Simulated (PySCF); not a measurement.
From one molecule to another.

First species: C4H5Br.
Numbering: `[CH2:1]=[CH:2]/[CH:3]=[CH:4]/[Br:5]` (hydrogens: H6, H7 on C1; H8 on C2; H9 on C3; H10 on C4)

Second species: C4H5Br.
SMILES: `[C@]12(Br)C[C@H]1C2`

Levels: B3LYP/def2-SVPD for dipole moment, HOMO energy, LUMO energy, HOMO–LUMO gap, static isotropic polarisability and electronic spatial extent ⟨r²⟩ about the centre of nuclear charge; TDDFT B3LYP/def2-SVPD for lowest singlet excitation; TDA B3LYP/def2-SVPD for lowest triplet excitation (Tamm–Dancoff); ΔSCF B3LYP/def2-SVPD for vertical ionisation energy; PBE0-D3(BJ)/def2-SVP for rotational constant A and rotational constant C. Geometries: PBE0-D3(BJ)/def2-SVP. Each species is one conformer at its optimised geometry, gas phase, non-relativistic unless stated. Electronic properties by PySCF.

The conformers computed, where there is a choice (atom-mapped SMILES and torsion angles):
- `[CH2:1]=[CH:2]/[CH:3]=[CH:4]/[Br:5]`: C1–C2–C3–C4 180°

```json
{"property": "dipole moment", "column X": "1.41 D", "column Y": "1.39 D"}
{"property": "HOMO energy", "column X": "-6.54 eV", "column Y": "-6.82 eV"}
{"property": "LUMO energy", "column X": "-1.46 eV", "column Y": "-0.37 eV"}
{"property": "HOMO–LUMO gap", "column X": "5.08 eV", "column Y": "6.45 eV"}
{"property": "lowest singlet excitation", "column X": "5.16 eV", "column Y": "5.34 eV"}
{"property": "lowest triplet excitation (Tamm–Dancoff)", "column X": "2.99 eV", "column Y": "4.81 eV"}
{"property": "static isotropic polarisability", "column X": "81.5 au", "column Y": "66.2 au"}
{"property": "vertical ionisation energy", "column X": "8.60 eV", "column Y": "9.03 eV"}
{"property": "electronic spatial extent ⟨r²⟩ about the centre of nuclear charge", "column X": "1085 bohr²", "column Y": "660 bohr²"}
{"property": "rotational constant A", "column X": "28.960 GHz", "column Y": "8.898 GHz"}
{"property": "rotational constant C", "column X": "0.968 GHz", "column Y": "1.814 GHz"}
```

Q: Which column belongs to which species?

A: Column X is the first species and column Y the second. The first has 10 atoms and 64 electrons, the second 10 and 64.

Q: How does each property change from the first species to the second?

A: dipole moment -0.02 D; HOMO energy -0.28 eV; LUMO energy +1.09 eV; HOMO–LUMO gap +1.37 eV; lowest singlet excitation +0.18 eV; lowest triplet excitation (Tamm–Dancoff) +1.82 eV; static isotropic polarisability -15.3 au; vertical ionisation energy +0.43 eV; electronic spatial extent ⟨r²⟩ about the centre of nuclear charge -425 bohr²; rotational constant A -20.062 GHz; rotational constant C +0.846 GHz.

On the first: S1 lies 0.08 eV above the HOMO–LUMO gap; its leading configuration is HOMO→LUMO, weight 0.94. In atomic units the dipole is 0.56 e·bohr (1 au = 2.5417 D). The calculation is non-relativistic and has no spin–orbit coupling, an omission that weighs most on bromine.

On the second: The ΔSCF ionisation energy exceeds −ε(HOMO) by 2.21 eV with B3LYP. In atomic units the dipole is 0.55 e·bohr (1 au = 2.5417 D). Relativistic effects, spin–orbit coupling among them, are left out although an element past zinc is present.
